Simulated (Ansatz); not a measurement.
A single point on GeH4O4, SMILES `[OH][Ge]([OH])([OH])[OH]`.

```yaml
crystal:
  periodic: [false, false, false]
  atoms:
    - {symbol: O, position_ang: [-0.119744, 1.513506, -0.880634]}
    - {symbol: Ge, position_ang: [0.000079, -0.000093, 0.000029]}
    - {symbol: O, position_ang: [1.488774, -0.906312, -0.208440]}
    - {symbol: O, position_ang: [-1.285849, -1.025086, -0.613669]}
    - {symbol: O, position_ang: [-0.083065, 0.417853, 1.702781]}
    - {symbol: H, position_ang: [-0.492129, 1.390323, -1.757794]}
    - {symbol: H, position_ang: [2.157538, -0.651431, 0.432696]}
    - {symbol: H, position_ang: [-1.074189, -1.958289, -0.526585]}
    - {symbol: H, position_ang: [-0.591426, 1.219529, 1.851606]}
basis:
  gaussian: {orbitals: def2-QZVPP}
correlation: {method: mp2}
```

```sh
$ ansatz run in.yaml --threads 4 --pin off --events-out ev --progress --plain --max-ram 10444MiB
```

Output, abridged:

```
Functional definition: HF
2785 factors; integrals over basis functions are off by at most 9.1e-4 eV
mean field evaluation 1: about -64687.7808 eV, gradient 6.4e1 eV
mean field evaluation 2: about -64687.9189 eV, gradient 6.4e1 eV
mean field evaluation 4: about -64694.4081 eV, gradient 4.2e0 eV
mean field evaluation 8: about -64694.4537 eV, gradient 3.8e-1 eV
mean field -64694.45400983 eV, -2377.4773333855 hartree, gradient 1.9e-6 eV, S^2 0.000000; 0 other end points of the search recorded, 0 dependent functions left out
13 core orbitals not correlated: weight in the atoms' cores, before any rotation towards them, 1.000 or more for the frozen orbitals, at most 0.000 for the correlated occupied ones
reference -64694.45400983 eV, -2377.4773333855 hartree; 21, 21 occupied and 403, 403 virtual orbitals, 2785 factors
second order -42.38379508 eV of doubles, -0.00000000 eV of singles
Total energy: -64736.83780491 eV, -2379.0349091258 hartree
```

Run time 14 s (4 threads of an Arm Neoverse V2 on a shared host); peak host memory 2.4 GiB.
